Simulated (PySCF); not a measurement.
# How methods differ on the ionisation energy of Au(33+)

Au(33+) [Kr] 4d10 → Au(34+) [Kr] 4d9 [4d3/2^4 4d5/2^5, M_J = 5/2], as a difference of total energies. Calculation: PySCF 2.14, in an even-tempered Gaussian basis (17 s from 3.3 bohr⁻², ratio 2.8; 14 p from 4.3 bohr⁻², ratio 2.8; 10 d from 4.3 bohr⁻², ratio 2.8; 3 f from 21 bohr⁻², ratio 3); the two-component X2C-1e Hamiltonian. Correlated levels: [Ar] 3d10 frozen; the 102 highest virtual spinors dropped. "Screened" scales the spin-orbit matrix elements by Boettger's factors to mimic the two-electron term; Breit and QED terms are absent.

```
                    method  ionisation energy (eV)
 GHF (screened spin-orbit)                  1473.4
GMP2 (screened spin-orbit)                  1473.8
```

Breit and QED terms and the two-electron picture change are absent.

For comparison: 1475 ± 5 eV (theoretical estimate listed by NIST; NIST Atomic Spectra Database, ionization energies).
